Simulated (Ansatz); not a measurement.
[BCl4]- (BCl4⁻) was relaxed with B3LYP-D4 (def2-SVPD) in Ansatz in these states: charge -1 singlet, neutral doublet. The geometries follow in no particular order.

A:

Cartesian coordinates in Å:
```
B 0.000 0.000 0.000
Cl 0.384 -0.498 1.740
Cl -1.794 0.369 -0.260
Cl 0.455 -1.411 -1.107
Cl 0.955 1.540 -0.374
```

B:

Cartesian coordinates in Å:
```
B 0.0004 -0.0009 0.0002
Cl 0.2167 -1.6795 0.8194
Cl -0.6852 1.2240 1.2509
Cl -1.1953 -0.1551 -1.4427
Cl 1.6634 0.6115 -0.6277
```

Judge from the bond lengths which geometry belongs to which state (an estimate).

A is the neutral doublet (B1–Cl2 1.850 Å, B1–Cl4 1.850 Å, B1–Cl5 1.850 Å); B is the charge -1 singlet (B1–Cl2 1.880 Å, B1–Cl4 1.880 Å, B1–Cl5 1.880 Å).
